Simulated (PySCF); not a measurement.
Planning a shielding job on `COc1cccc(F)c1` (3-fluoroanisole).

Method: GIAO PBE0/pcSseg-1 NMR shielding, non-relativistic, gas phase (PySCF 2.14.0, density-fitted response routines). Geometry: GFN2-xTB, NEB image 0 of 0 to 8. Work: shieldings, ring-centre shieldings, density fitting. The command runs a driver script over a list of jobs; the input below is this job's line of settings and its coordinates in Å.

Command:
```bash
OMP_NUM_THREADS=1 python probes_run.py task.json out
```

Input:
```
{"job": {"kind": "nmr", "xc": "PBE0", "basis": "pcSseg-1", "pop": false}, "charge": 0, "multiplicity": 1}
C      2.634000     0.430600     0.614200
O      1.739500    -0.648800     0.477300
C      0.421200    -0.381900     0.301500
C     -0.419000    -1.491700     0.174500
C     -1.775200    -1.327500    -0.010600
C     -2.333700    -0.059500    -0.074500
C     -1.489600     1.023500     0.054800
F     -2.005100     2.271300    -0.001200
C     -0.124500     0.895700     0.242400
H      2.639700     1.062800    -0.279300
H      2.394200     1.040700     1.490800
H      3.617700    -0.017500     0.744800
H      0.023000    -2.473700     0.226800
H     -2.409400    -2.195000    -0.107100
H     -3.390900     0.090900    -0.218700
H      0.470400     1.789100     0.336900
```

Hardware: an x86-64 server with one thread (shared host).

The basis has 188 functions.

Estimate the wall time.

About 20 s. The SCF took 14 cycles.

At this speed, how long would 5000 such jobs take on 8 cores, one job a core?

5000/8 gives 625 rounds of 20 s, about 3.5 h of wall time and 28 core-hours, if the jobs don't slow each other.

The SCF part of the output:
```
coarse grid: 14120 points
cycle   1  E = -445.3145449409  dE =  1.625e+00  |g| = 6.464e-01  |ddm| = 3.873e+00
cycle   2  E = -445.2567096852  dE =  5.784e-02  |g| = 8.730e-01  |ddm| = 1.297e+00
cycle   3  E = -445.3898841196  dE = -1.332e-01  |g| = 1.288e-01  |ddm| = 8.064e-01
cycle   4  E = -445.3933717389  dE = -3.488e-03  |g| = 4.320e-02  |ddm| = 1.460e-01
cycle   5  E = -445.3937845169  dE = -4.128e-04  |g| = 1.310e-02  |ddm| = 4.774e-02
cycle   6  E = -445.3938233428  dE = -3.883e-05  |g| = 4.407e-03  |ddm| = 1.674e-02
cycle   7  E = -445.3938280147  dE = -4.672e-06  |g| = 1.393e-03  |ddm| = 5.139e-03
final grid: 138872 points
cycle   8  E = -445.4636365831  dE = -4.276e-05  |g| = 1.216e-02  |ddm| = 5.482e-02
cycle   9  E = -445.4636022420  dE =  3.434e-05  |g| = 1.861e-02  |ddm| = 2.221e-02
cycle  10  E = -445.4636653223  dE = -6.308e-05  |g| = 1.680e-03  |ddm| = 1.444e-02
cycle  11  E = -445.4636659379  dE = -6.156e-07  |g| = 2.963e-04  |ddm| = 1.832e-03
cycle  12  E = -445.4636659512  dE = -1.329e-08  |g| = 1.888e-04  |ddm| = 5.057e-04
cycle  13  E = -445.4636659603  dE = -9.105e-09  |g| = 3.606e-05  |ddm| = 2.144e-04
cycle  14  E = -445.4636659606  dE = -2.982e-10  |g| = 1.244e-05  |ddm| = 4.254e-05
converged SCF energy = -445.4636659606
```

On the final grid dE counts from the start density on that grid.

Other jobs ran on the host; a repeat could differ by tens of per cent or more.
